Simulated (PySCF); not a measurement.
C₂H₆OSi₂, SMILES C#C[SiH2][SiH2]O.

Geometry optimised at ωB97X-D3(BJ)/def2-SVP. This is a generated structure with no PubChem entry under its InChIKey; it may be hypothetical. Other conformers were not sampled.

Method: TDDFT-CAM-B3LYP/def2-SVPD run with PySCF 2.14.0.

Vertical excitations. 

Q: Estimate the UV-visible absorptions. (Estimate from the structure and the level; the computed values follow.)

A: 
```json
[
 {"state": "S1", "energy (eV)": "5.91", "λ (nm)": "210", "f": "0.004", "main pairs": "HOMO→LUMO+1 45 %, HOMO−2→LUMO+1 12 %, HOMO→LUMO 8 %, HOMO−1→LUMO 8 %"},
 {"state": "S2", "energy (eV)": "6.07", "λ (nm)": "204", "f": "0.030", "main pairs": "HOMO→LUMO 59 %, HOMO−1→LUMO+1 19 %"},
 {"state": "S3", "energy (eV)": "6.21", "λ (nm)": "200", "f": "0.004", "main pairs": "HOMO−1→LUMO 37 %, HOMO−1→LUMO+2 30 %, HOMO→LUMO+1 13 %"},
 {"state": "S4", "energy (eV)": "6.41", "λ (nm)": "193", "f": "0.012", "main pairs": "HOMO→LUMO+2 34 %, HOMO−1→LUMO+1 19 %, HOMO→LUMO 17 %, HOMO−2→LUMO 13 %"},
 {"state": "S5", "energy (eV)": "7.07", "λ (nm)": "175", "f": "0.026", "main pairs": "HOMO−2→LUMO+1 27 %, HOMO→LUMO+1 25 %, HOMO−3→LUMO+1 14 %, HOMO→LUMO+4 11 %"},
 {"state": "S6", "energy (eV)": "7.26", "λ (nm)": "171", "f": "0.059", "main pairs": "HOMO−2→LUMO 41 %, HOMO→LUMO+2 31 %"},
 {"state": "S7", "energy (eV)": "7.38", "λ (nm)": "168", "f": "0.192", "main pairs": "HOMO−3→LUMO 35 %, HOMO→LUMO+2 26 %, HOMO−2→LUMO+2 7 %, HOMO−1→LUMO 7 %"},
 {"state": "S8", "energy (eV)": "7.44", "λ (nm)": "167", "f": "0.008", "main pairs": "HOMO→LUMO+3 89 %"},
 {"state": "S9", "energy (eV)": "7.57", "λ (nm)": "164", "f": "0.020", "main pairs": "HOMO−1→LUMO+2 45 %, HOMO−1→LUMO 34 %"},
 {"state": "S10", "energy (eV)": "7.77", "λ (nm)": "160", "f": "0.021", "main pairs": "HOMO→LUMO+4 54 %, HOMO→LUMO+6 11 %, HOMO−2→LUMO+1 10 %"},
 {"state": "T1", "energy (eV)": "4.91", "λ (nm)": "252", "f": "0", "main pairs": "HOMO−1→LUMO+1 28 %, HOMO→LUMO 19 %, HOMO→LUMO+2 9 %, HOMO−2→LUMO+2 6 %"},
 {"state": "T2", "energy (eV)": "5.32", "λ (nm)": "233", "f": "0", "main pairs": "HOMO−1→LUMO+1 36 %, HOMO→LUMO 30 %"},
 {"state": "T3", "energy (eV)": "5.36", "λ (nm)": "231", "f": "0", "main pairs": "HOMO→LUMO+1 34 %, HOMO−1→LUMO 15 %, HOMO−1→LUMO+2 13 %, HOMO−2→LUMO+1 9 %"},
 {"state": "T4", "energy (eV)": "5.74", "λ (nm)": "216", "f": "0", "main pairs": "HOMO→LUMO 36 %, HOMO→LUMO+2 23 %, HOMO−2→LUMO 11 %, HOMO−3→LUMO 8 %"}
]
```
Triplets are in the Tamm–Dancoff approximation, which puts them higher than full response would, so one can lie above its singlet here.
